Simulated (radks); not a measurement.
Values are calculated unless marked as measured or tabulated.
Problem. The mean radii <r> (bohr) of the occupied orbitals of an atom or ion are listed with their occupations. Level of theory: scalar-relativistic Kohn-Sham, exchange-only LDA, spin-polarised, spherical densities, point nucleus (a radial shooting solver on a logarithmic mesh with Libxc functionals).

| orbital | occ. | <r> |
|---|---|---|
| 1s up | 1 | 0.01715 |
| 1s down | 1 | 0.01715 |
| 2s up | 1 | 0.07238 |
| 2s down | 1 | 0.07238 |
| 2p up | 3 | 0.06525 |
| 2p down | 3 | 0.06525 |
| 3s up | 1 | 0.1872 |
| 3s down | 1 | 0.1872 |
| 3p up | 3 | 0.1883 |
| 3p down | 3 | 0.1883 |
| 3d up | 5 | 0.1705 |
| 3d down | 5 | 0.1705 |
| 4s up | 1 | 0.4153 |
| 4s down | 1 | 0.4153 |
| 4p up | 3 | 0.4423 |
| 4p down | 3 | 0.4421 |
| 4d up | 5 | 0.4686 |
| 4d down | 5 | 0.4682 |
| 5s up | 1 | 0.9444 |
| 5s down | 1 | 0.9373 |
| 4f up | 7 | 0.5161 |
| 4f down | 7 | 0.5128 |
| 5p up | 3 | 1.078 |
| 5p down | 3 | 1.069 |
| 5d up | 5 | 1.386 |

Name the element and its charge. Open shells, if any, are filled with parallel spins first.

Solution. Z = 78, platinum, charge +5: Pt5+ in [Xe] 4f14 5d5. The 1s radius gives Z: for a bare nucleus <r> = (2 gamma + 1)/(2Z) with gamma = sqrt(1 - (Z/c)^2), 0.01695 bohr for Z = 78, and screening makes it slightly larger (0.01715 here). The occupations add up to 73, and the charge is Z minus that.
